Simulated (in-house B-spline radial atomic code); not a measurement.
## Ir III (Ir2+): [Xe] 4f13 5d7 8s1 (an excited or competing configuration)

Method: Dirac-Hartree-Fock, average of configuration, Fermi nucleus of rms radius 5.4032 fm. Calculated with an all-electron radial atomic-structure program (B-spline basis).

Screening seen three ways: the hydrogenic charge with the same mean radius, Z_r = [3n² - l(l+1)]/(2<r>), the one with the same energy, Z_e = n√(-2ε), and Slater's rules. Values are occupation-weighted means over j. An effective charge above Z reflects the relativistic contraction of the inner shells.

```tsv
shell	electrons	ε (eV)	<r> (bohr)	Z_r	Z_e	Slater
1s	2	-76650	0.01744	86.01	75.06	76.70
2s	2	-13585	0.07293	82.28	63.20	72.85
2p	6	-11900	0.06577	76.03	59.15	72.85
3s	2	-3276.4	0.1895	71.22	46.55	65.75
3p	6	-2768.6	0.1901	65.76	42.80	65.75
3d	10	-2162.6	0.1734	60.57	37.82	55.85
4s	2	-766.11	0.4223	56.83	30.02	49.25
4p	6	-594.41	0.4471	51.44	26.44	49.25
4d	10	-368.9	0.4755	44.17	20.83	37.85
5s	2	-148.79	0.9776	38.36	16.53	20.20
4f	13	-122.56	0.5198	34.63	12.01	26.80
5p	6	-100.02	1.111	32.85	13.56	20.20
5d	7	-41.475	1.49	23.16	8.73	7.90
8s	1	-6.6696	9.275	10.35	5.60	3.00
```

The least bound orbital is 8s1/2 at -6.67 eV, and it is also the most diffuse (<r> = 9.275 bohr). The part-filled 4f shell lies below the filled 5p shell in orbital energy.

Spin-orbit splittings of the orbital energies (j = l + 1/2 above j = l - 1/2 when positive): 2p 1630 eV, 3p 362.1 eV, 3d 77.45 eV, 4p 87.24 eV, 4d 16.49 eV, 4f 3.367 eV, 5p 14.98 eV, 5d 1.581 eV.

For the 1s electron the small component carries 8.5 % of the norm, the zero-frequency Breit interaction raises the level by 277.8 eV, self-energy by 176 eV, and vacuum polarisation lowers it by 34.82 eV.

The density falls to 0.001 bohr⁻³ at 3.381 bohr; Σ<r²> = 133.54 bohr² gives, by the non-relativistic formula and without the paramagnetism of open shells, a Langevin diamagnetic susceptibility of -105.8×10⁻⁶ cm³/mol.
